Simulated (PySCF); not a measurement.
2,5-dihydro-1H-silol-1-amine (C4H9NSi), SMILES C1[SiH](N)CC=C1. Atoms are numbered in the order given.

```xyz
15

N      2.0650    -0.5391     0.5249
Si     0.7829     0.0185    -0.5012
C     -0.6472    -1.2273    -0.5010
C     -1.7160    -0.5050     0.2751
C     -1.5372     0.7915     0.5752
C     -0.2771     1.4771     0.1181
H      1.8447    -0.8465     1.4663
H      2.9598    -0.0627     0.5095
H      1.4098     0.2931    -1.8300
H     -0.3657    -2.1897    -0.0401
H     -0.9868    -1.4716    -1.5238
H     -2.6271    -1.0323     0.5802
H     -2.2984     1.3474     1.1349
H     -0.4886     2.2042    -0.6876
H      0.2013     2.0541     0.9283
```

Geometry optimised at PBE0-D3(BJ)/def2-SVP. One conformer was computed; it need not be the lowest.

Two levels are set side by side: PBE/pcSseg-1 (PySCF) and PBE0/pcSseg-1 (PySCF). GIAO shifts against NH3 (¹⁵N), TMS (²⁹Si), TMS (¹H), TMS (¹³C) at the same level; non-relativistic, no solvent, atoms listed together averaged. Differences are taken from unrounded values.

| quantity | PBE0 | PBE | PBE minus PBE0 |
|---|---|---|---|
| δ(¹⁵N) of N1 (ppm) | 18.5 | 23.5 | 4.9 |
| δ(²⁹Si) of Si2 (ppm) | 4.6 | 4.1 | -0.5 |
| δ(¹³C) of C4, C5 (ppm) | 142.3 | 140.6 | -1.7 |
| δ(¹H) of H9 (ppm) | 5.26 | 5.42 | 0.15 |
| δ(¹H) of H12, H13 (ppm) | 6.39 | 6.37 | -0.02 |

Rough cost on one machine, each run with all the roots and properties that it gave: PBE0 against PBE within a factor of 2.
